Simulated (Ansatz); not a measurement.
Cost and result for the atomization energy of CH6BClGeSi (11 atoms, 12 bonds).

| atom | x (Å) | y (Å) | z (Å) |
| --- | --- | --- | --- |
| B1 | 0.565 | -0.893 | -1.356 |
| Si2 | 0.099 | 0.952 | -0.963 |
| Ge3 | -0.342 | -0.844 | 0.655 |
| C4 | 0.191 | 1.140 | 0.882 |
| Cl5 | -0.864 | 2.261 | 1.724 |
| H6 | -0.029 | -1.303 | -2.312 |
| H7 | 1.642 | -1.341 | -1.090 |
| H8 | -1.203 | 1.534 | -1.409 |
| H9 | 0.587 | -1.653 | 1.557 |
| H10 | -1.829 | -1.002 | 0.980 |
| H11 | 1.182 | 1.149 | 1.331 |

Charge 0, multiplicity 1. Correlated methods include outer-core shells of Ge, which these sets cover unevenly. Scalar relativity is left out up to krypton. The bonds changed during the relaxation, so this is another structure than the one it started from. All single points use the PBE0-D4/def2-TZVP geometry. Program: Ansatz. All runs use 4 threads of an Arm Neoverse V1 on a shared host. Times are those of one run each, without the atoms' runs, and a repeat can differ threefold. Electronic energies, without spin–orbit coupling; frozen cores. CCSD(T)/CBS adds CCSD(T) − MP2 in def2-TZVPP to the MP2 limit, and its time is that of the two runs behind it. T1 = 0.013. With those shells the extrapolation isn't a true limit. B3LYP takes the VWN-RPA correlation (the form of Gaussian; ORCA's B3LYP/G).

CCSD(T)/CBS is a level of theory with its own doubt, some kJ/mol a heavy atom from the limit and from the frozen cores, so smaller differences don't rank the functionals.

| level | functions | wall time |
| --- | --- | --- |
| PBE-D4/def2-TZVPP (with forces) | 278 | 4.3 s |
| PBE0-D4/def2-TZVPP | 278 | 6 s |
| r2SCAN-D4/def2-TZVPP (with forces) | 278 | 9 s |
| B3LYP-D4/def2-TZVPP (with forces) | 278 | 9.5 s |
| B2PLYP/def2-TZVPP | 278 | 11 s |
| ωB97X-V/def2-TZVPP | 278 | 14 s |
| ωB97M-V/def2-TZVPP (with forces) | 278 | 22 s |
| MP2/def2-QZVPP | 523 | 55 s |
| CCSD(T)/def2-TZVPP | 278 | 6.3 min |
| CCSD(T)/CBS(def2) | – | 7.3 min |

(1) What atomization energy does each give, and how far from CCSD(T)/CBS? (An estimate is asked.)

## Answers

(1) The calculation gave: 
```
                             level  atomization (kcal/mol)  difference from CCSD(T)/CBS  per bond
   PBE-D4/def2-TZVPP (with forces)                   830.2                         15.7       1.3
                PBE0-D4/def2-TZVPP                   819.6                          5.1       0.4
r2SCAN-D4/def2-TZVPP (with forces)                   824.3                          9.8       0.8
 B3LYP-D4/def2-TZVPP (with forces)                   809.7                         -4.8      -0.4
                 B2PLYP/def2-TZVPP                   800.5                        -14.0      -1.2
                ωB97X-V/def2-TZVPP                   818.3                          3.8       0.3
  ωB97M-V/def2-TZVPP (with forces)                   814.7                          0.2       0.0
                    MP2/def2-QZVPP                   816.1                          1.6       0.1
                CCSD(T)/def2-TZVPP                   794.6                        -19.9      -1.7
                 CCSD(T)/CBS(def2)                   814.5                          0.0       0.0
```

From PBE to PBE0 (25 % exact exchange), in def2-TZVPP and without D4, the atomization energy moves by −9.5 kcal/mol: exact exchange takes away binding that semilocal exchange gives to molecules. In def2-TZVPP, CCSD(T) changes the Hartree–Fock value by +211.8 kcal/mol (the triples alone add +15.7 kcal/mol) and MP2 by +221.9 kcal/mol; breaking electron pairs costs correlation energy, which Hartree–Fock lacks. The D4 term adds +12.4 kcal/mol with B3LYP and +6.4 kcal/mol with PBE0; it sums over pairs of atoms, weighted by their polarisabilities, and B3LYP, whose exchange is more repulsive, gets the larger term.
